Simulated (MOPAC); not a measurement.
MOPAC input (AM1):

```
AM1 1SCF GEO-OK AUX(PRECISION=9) THREADS=1
C3H6O

C    -1.52379400 1    0.06130300 1    0.07646200 1
C    -0.32880700 1   -0.32837300 1   -0.77946200 1
C     1.00776000 1   -0.07716800 1   -0.13590900 1
O     1.16751700 1    0.39077000 1    0.96138700 1
H    -1.52549400 1   -0.49086200 1    1.01625200 1
H    -1.49533300 1    1.12247100 1    0.32386100 1
H    -2.45717100 1   -0.14613900 1   -0.44755500 1
H    -0.32357600 1    0.20529200 1   -1.73836000 1
H    -0.35341500 1   -1.39076400 1   -1.05338400 1
H     1.88390100 1   -0.36072600 1   -0.75845800 1
```

From the output:

```
                                                       MOPAC v23.2.5 Linux

          FINAL HEAT OF FORMATION =        -44.74214 KCAL/MOL =    -187.20112 KJ/MOL

          COSMO AREA              =        100.08 SQUARE ANGSTROMS
          COSMO VOLUME            =         83.84 CUBIC ANGSTROMS

          IONIZATION POTENTIAL    =         10.536170 EV
          HOMO LUMO ENERGIES (EV) =        -10.536  1.032
          NO. OF FILLED LEVELS    =         12
          MOLECULAR WEIGHT        =         58.0798         POINT GROUP:  Cs

          MOLECULAR DIMENSIONS (Angstroms)

            Atom       Atom       Distance
            H    10    H     7     4.35748
            O     4    H     8     2.81042
            H     6    H     9     2.32514

          SCF CALCULATIONS        =          1

   ATOM   CHEMICAL          X               Y               Z
  NUMBER   SYMBOL      (ANGSTROMS)     (ANGSTROMS)     (ANGSTROMS)

     1       C         -1.52379400  *   0.06130300  *   0.07646200  *
     2       C         -0.32880700  *  -0.32837300  *  -0.77946200  *
     3       C          1.00776000  *  -0.07716800  *  -0.13590900  *
     4       O          1.16751700  *   0.39077000  *   0.96138700  *
     5       H         -1.52549400  *  -0.49086200  *   1.01625200  *
     6       H         -1.49533300  *   1.12247100  *   0.32386100  *
     7       H         -2.45717100  *  -0.14613900  *  -0.44755500  *
     8       H         -0.32357600  *   0.20529200  *  -1.73836000  *
     9       H         -0.35341500  *  -1.39076400  *  -1.05338400  *
    10       H          1.88390100  *  -0.36072600  *  -0.75845800  *

                             CARTESIAN COORDINATES

   1    C       -1.523794000     0.061303000     0.076462000
   2    C       -0.328807000    -0.328373000    -0.779462000
   3    C        1.007760000    -0.077168000    -0.135909000
   4    O        1.167517000     0.390770000     0.961387000
   5    H       -1.525494000    -0.490862000     1.016252000
   6    H       -1.495333000     1.122471000     0.323861000
   7    H       -2.457171000    -0.146139000    -0.447555000
   8    H       -0.323576000     0.205292000    -1.738360000
   9    H       -0.353415000    -1.390764000    -1.053384000
  10    H        1.883901000    -0.360726000    -0.758458000

           Empirical Formula: C3 H6 O  =    10 atoms

      MOLECULAR POINT GROUP   :   Cs

                  EIGENVALUES
 -39.92194 -33.95943 -26.73107 -21.38746 -17.47027 -16.15819 -15.81941 -14.04472
 -13.70097 -12.87158 -12.13377 -10.53617   1.03166   3.09012   3.79220   3.91577
   4.13897   4.52855   4.74757   4.78459   5.17163   6.42608

              NET ATOMIC CHARGES AND DIPOLE CONTRIBUTIONS

  ATOM NO.   TYPE          CHARGE      No. of ELECS.   s-Pop       p-Pop
    1          C          -0.196562        4.1966     1.21136     2.98520
    2          C          -0.229444        4.2294     1.22199     3.00746
    3          C           0.187107        3.8129     1.25903     2.55386
    4          O          -0.274788        6.2748     1.90316     4.37163
    5          H           0.083642        0.9164     0.91636
    6          H           0.083642        0.9164     0.91636
    7          H           0.074311        0.9257     0.92569
    8          H           0.099617        0.9004     0.90038
    9          H           0.099617        0.9004     0.90038
   10          H           0.072858        0.9271     0.92714
 DIPOLE           X         Y         Z       TOTAL
 POINT-CHG.    -0.590    -0.773    -1.827     2.069
 HYBRID        -0.030    -0.154    -0.360     0.393
 SUM           -0.619    -0.927    -2.187     2.455

          ATOMIC ORBITAL ELECTRON POPULATIONS

     Atom    s        px        py        pz
    1  C   1.21136   0.95696   1.03036   0.99788
    2  C   1.22199   0.96531   1.03340   1.00874
    3  C   1.25903   0.93180   0.74408   0.87797
    4  O   1.90316   1.87810   1.29722   1.19632
    5  H   0.91636
    6  H   0.91636
    7  H   0.92569
    8  H   0.90038
    9  H   0.90038
   10  H   0.92714

 **********************
 *                    *
 * JOB ENDED NORMALLY *
 *                    *
 **********************

 == MOPAC DONE ==
```

The geometry given is a B3LYP-D3(BJ)/def2-TZVP minimum.
